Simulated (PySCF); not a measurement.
C$_{4}$H$_{12}$O$_{4}$Si, triplet, at the geometry of the source list (a higher spin typed on purpose: for a closed-shell molecule this is an excited state) (in this run its highest filled SCF level lies above zero, so its values depend strongly on the basis, on diffuse functions most of all); SVWN5/STO-3G (PySCF).

Input for PySCF:
```python
from pyscf import gto, scf, dft

mol = gto.M(
    atom='''
C     0.205300   -2.140300   -1.659500
O    -0.139200   -0.801200   -1.406700
Si   -0.000000   -0.000000   -0.000000
O    -0.558800    1.502000   -0.267900
C    -1.819700    1.861600   -0.774500
O    -0.815200   -0.866700    1.106500
C    -0.963800   -0.574600    2.473400
O     1.513200    0.165900    0.568100
C     2.578200    0.853300   -0.039400
H    -0.469700   -2.811700   -1.127300
H     1.229100   -2.346000   -1.340900
H     0.115800   -2.302600   -2.734100
H    -1.908300    2.945200   -0.689500
H    -2.619100    1.382000   -0.206400
H    -1.905800    1.565300   -1.820700
H    -0.008500   -0.680200    2.989100
H    -1.329900    0.443900    2.616600
H    -1.684000   -1.284300    2.882000
H     2.720000    0.520100   -1.069300
H     2.384100    1.926600   -0.041000
H     3.476500    0.641700    0.541700
''',
    basis='sto-3g',
    charge=0,
    spin=2,
    verbose=4,
)

mf = dft.UKS(mol)
mf.xc = 'lda,vwn'
mf = mf.newton()
mf.kernel()
```

The log (banner, timings and long lists left out):

```
PySCF version 2.14.0

[INPUT] verbose = 4
[INPUT] num. atoms = 21
[INPUT] num. electrons = 82
[INPUT] charge = 0
[INPUT] spin (= nelec alpha-beta = 2S) = 2
[INPUT] symmetry False subgroup None
[INPUT] Mole.unit = angstrom
[INPUT] Symbol           X                Y                Z      unit          X                Y                Z       unit  Magmom
[INPUT]  1 C      0.205300000000  -2.140300000000  -1.659500000000 AA    0.387960773373  -4.044580824407  -3.136000503716 Bohr   0.0
[INPUT]  2 O     -0.139200000000  -0.801200000000  -1.406700000000 AA   -0.263049876539  -1.514048571002  -2.658277739426 Bohr   0.0
[INPUT]  3 Si     0.000000000000   0.000000000000   0.000000000000 AA    0.000000000000   0.000000000000   0.000000000000 Bohr   0.0
[INPUT]  4 O     -0.558800000000   1.502000000000  -0.267900000000 AA   -1.055978958407   2.838368639097  -0.506257628771 Bohr   0.0
[INPUT]  5 C     -1.819700000000   1.861600000000  -0.774500000000 AA   -3.438734628871   3.517914153490  -1.463592883476 Bohr   0.0
[INPUT]  6 O     -0.815200000000  -0.866700000000   1.106500000000 AA   -1.540504736745  -1.637825632161   2.090981956831 Bohr   0.0
[INPUT]  7 C     -0.963800000000  -0.574600000000   2.473400000000 AA   -1.821318038856  -1.085836631175   4.674048596499 Bohr   0.0
[INPUT]  8 O      1.513200000000   0.165900000000   0.568100000000 AA    2.859533571692   0.313505564065   1.073553411365 Bohr   0.0
[INPUT]  9 C      2.578200000000   0.853300000000  -0.039400000000 AA    4.872091894354   1.612503302091  -0.074455209308 Bohr   0.0
[INPUT] 10 H     -0.469700000000  -2.811700000000  -1.127300000000 AA   -0.887604360708  -5.313342944440  -2.130288260222 Bohr   0.0
[INPUT] 11 H      1.229100000000  -2.346000000000  -1.340900000000 AA    2.322662379703  -4.433297488230  -2.533933760429 Bohr   0.0
[INPUT] 12 H      0.115800000000  -2.302600000000  -2.734100000000 AA    0.218830285225  -4.351283374424  -5.166700197173 Bohr   0.0
[INPUT] 13 H     -1.908300000000   2.945200000000  -0.689500000000 AA   -3.606164363508   5.565621382069  -1.302966162888 Bohr   0.0
[INPUT] 14 H     -2.619100000000   1.382000000000  -0.206400000000 AA   -4.949381692848   2.611601504149  -0.390039472110 Bohr   0.0
[INPUT] 15 H     -1.905800000000   1.565300000000  -1.820700000000 AA   -3.601440048196   2.957988302782  -3.440624354996 Bohr   0.0
[INPUT] 16 H     -0.008500000000  -0.680200000000   2.989100000000 AA   -0.016062672059  -1.285391709929   5.648580358937 Bohr   0.0
[INPUT] 17 H     -1.329900000000   0.443900000000   2.616600000000 AA   -2.513146773059   0.838849426694   4.944657377537 Bohr   0.0
[INPUT] 18 H     -1.684000000000  -1.284300000000   2.882000000000 AA   -3.182298793768  -2.426975261779   5.446190690997 Bohr   0.0
[INPUT] 19 H      2.720000000000   0.520100000000  -1.069300000000 AA    5.140055058817   0.982846557386  -2.020684144997 Bohr   0.0
[INPUT] 20 H      2.384100000000   1.926600000000  -0.041000000000 AA    4.505296053576   3.640746351587  -0.077478771107 Bohr   0.0
[INPUT] 21 H      3.476500000000   0.641700000000   0.541700000000 AA    6.569632872050   1.212637254133   1.023664641677 Bohr   0.0

nuclear repulsion = 633.247937982447
number of shells = 41
number of NR pGTOs = 183
number of NR cGTOs = 61
basis = sto-3g
ecp = {}

******** <class 'pyscf.soscf.newton_ah.SecondOrderUKS'> ********
method = SecondOrderUKS
initial guess = minao
damping factor = 0
level_shift factor = 0
DIIS = <class 'pyscf.scf.diis.CDIIS'>
diis_start_cycle = 1
diis_space = 8
diis_damp = 0
SCF conv_tol = 1e-09
SCF conv_tol_grad = None
SCF max_cycles = 50
direct_scf = True
direct_scf_tol = 1e-13
number electrons alpha = 42  beta = 40
XC library pyscf.dft.libxc version 7.1.2
    S. Lehtola, C. Steigemann, M. J. T. Oliveira, and M. A. L. Marques,  SoftwareX 7, 1–5 (2018)
XC functionals = lda,vwn
    P. A. M. Dirac,  Math. Proc. Cambridge Philos. Soc. 26, 376 (1930)
    F. Bloch,  Z. Phys. 57, 545 (1929)
    S. H. Vosko, L. Wilk, and M. Nusair,  Can. J. Phys. 58, 1200 (1980)
radial grids:
    Treutler-Ahlrichs [JCP 102, 346 (1995); DOI:10.1063/1.469408] (M4) radial grids

becke partition: Becke, JCP 88, 2547 (1988); DOI:10.1063/1.454033
pruning grids: <function nwchem_prune>
grids dens level: 3
symmetrized grids: False
atomic radii adjust function: <function treutler_atomic_radii_adjust>
small_rho_cutoff = 0
******** <class 'pyscf.dft.uks.UKS'> Newton solver flags ********
SCF tol = 1e-09
conv_tol_grad = None
max. SCF cycles = 50
direct_scf = True
direct_scf_tol = 1e-13
max_cycle_inner = 12
max_stepsize = 0.05
ah_start_tol = 1e+09
ah_level_shift = 0
ah_conv_tol = 1e-12
ah_lindep = 1e-14
ah_start_cycle = 1
ah_max_cycle = 40
ah_grad_trust_region = 2.5
kf_interval = 4
kf_trust_region = 5
canonicalization = True
Set conv_tol_grad to 3.16228e-05
tot grids = 249680

Initial guess E= -735.138119631343  |g|= 0.69758
macro= 0  E= -735.501633751986  delta_E= -0.363514  |g|= 0.0509599  4 KF 23 JK
macro= 1  E= -735.505398565889  delta_E= -0.00376481  |g|= 0.0036138  4 KF 15 JK
macro= 2  E= -735.505461526652  delta_E= -6.29608e-05  |g|= 2.45555e-05  4 KF 18 JK
macro= 3  E= -735.50546152665  delta_E= 1.81899e-12  |g|= 8.4927e-06  1 KF 2 JK
Canonicalize SCF orbitals
macro X = 4  E=-735.50546152665  |g|= 8.4927e-06  total 14 KF 63 JK

converged SCF energy = -735.50546152665  <S^2> = 2.0009439  2S+1 = 3.0006292
```
